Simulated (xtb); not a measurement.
SbHBr2, SMILES [Br][SbH][Br]. All values are semi-empirical tight-binding results from xtb (GFN2-xTB unless named), good for trends rather than for accurate numbers. The structure is a stationary point at GFN2-xTB. The structure was generated by enumeration; whether it is a known compound was not checked.

Optimised geometry:

Bonds (Å): Sb1–H2 1.715, Sb1–Br3 2.526, Sb1–Br4 2.526. Angles (°): H2–Sb1–Br3 89.0, H2–Sb1–Br4 89.0, Br3–Sb1–Br4 96.8.
Charge 0, spin multiplicity 1.

For metal compounds this method's bond lengths and energies can be far off.

| Property | Value |
|---|---|
| point group as xtb finds it | Cs |
| orbital gap | 3.91 eV |
| zero-point energy | 4.7 kcal/mol |
| G − E(el) at 298.15 K (modified RRHO) | -15.8 kcal/mol |

Problem. Give the atomic charges and the Wiberg bond orders between heavy atoms. (An estimate is asked for; the answer gives what the named calculation found.)

Solution. charges (e) Sb1 0.42, H2 -0.08, Br3 -0.17, Br4 -0.17. Bond orders Sb1–Br3 1.19, Sb1–Br4 1.19.
